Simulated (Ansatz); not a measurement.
Basis-set series for CH6NPSi, SMILES `C=NP[SiH3]`. Charge 0, multiplicity 1. The structure was optimised at the PBE0-D4/def2-TZVP level. It is one conformer, not always the lowest.

```xyz
10

C     0.5639    1.6565    0.8332
N     0.9370    1.3204   -0.3236
P     1.1561   -0.3075   -0.8253
Si   -0.7383   -1.3610   -0.1687
H     0.2482    0.9560    1.6185
H     0.5454    2.7164    1.0949
H     0.7258   -0.1387   -2.1652
H    -0.6583   -1.6911    1.2788
H    -1.9478   -0.5257   -0.3973
H    -0.8320   -2.6253   -0.9454
```

```json
{"functional": "PBE0-D4", "basis": "def2-TZVPP", "functions": "230", "energy (Eh)": "-726.97437", "HOMO (eV)": "-7.06", "LUMO (eV)": "-1.06"}
{"functional": "PBE0-D4", "basis": "def2-QZVPP", "functions": "434", "energy (Eh)": "-727.00046", "HOMO (eV)": "-7.07", "LUMO (eV)": "-1.13"}
{"functional": "ωB97M-V", "basis": "def2-TZVPP", "functions": "230", "energy (Eh)": "-727.24238", "HOMO (eV)": "-9.10", "LUMO (eV)": "1.08"}
{"functional": "ωB97M-V", "basis": "def2-QZVPP", "functions": "434", "energy (Eh)": "-727.26704", "HOMO (eV)": "-9.12", "LUMO (eV)": "0.92"}
```

Question: Give the rows for def2-SVP. (An estimate is asked.)

Answer: Computed: 
```
functional     basis  functions  energy (Eh)  HOMO (eV)  LUMO (eV)
   PBE0-D4  def2-SVP         94   -726.64256      -7.03      -0.81
   ωB97M-V  def2-SVP         94   -726.90433      -9.05       1.44
```

Positive LUMOs are unbound and depend on the basis.
